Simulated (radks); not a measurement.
Results of a calculation; reference values are marked as such.
Orbital eigenvalues (eV) of the gold ion Au3+, [Xe] 4f14 5d8, of relativity; Dirac values are averaged over j with weights 2j + 1. Spin-unpolarised spherical Kohn-Sham, PBE, point nucleus unless stated (finite: rms radius 5.4371 fm), a radial shooting solver on a logarithmic mesh with Libxc functionals. A level marked "c x" has the speed of light scaled by that factor and shares open shells by 2j + 1; other Dirac levels either fill j = l - 1/2 first or share by 2j + 1.

shell  non-rel.
2s       -12231
2p       -11760
3s      -2890.4
3p      -2668.4
3d      -2254.5
4s      -638.33
4p      -542.59
4d      -366.61
4f      -130.87
5s      -120.31
5p      -89.739
5d      -41.649

Give the values at the level "Dirac, low j first".

Answer. 
shell  Dirac, low j first  change of magnitude (%)
2s                 -14256                   +16.55
2p                 -12446                    +5.83
3s                -3392.1                   +17.36
3p                -2859.0                    +7.14
3d                -2236.0                    -0.82
4s                -764.68                   +19.79
4p                -587.80                    +8.33
4d                -361.41                    -1.42
4f                -117.17                   -10.47
5s                -144.14                   +19.81
5p                -96.507                    +7.54
5d                -40.492                    -2.78
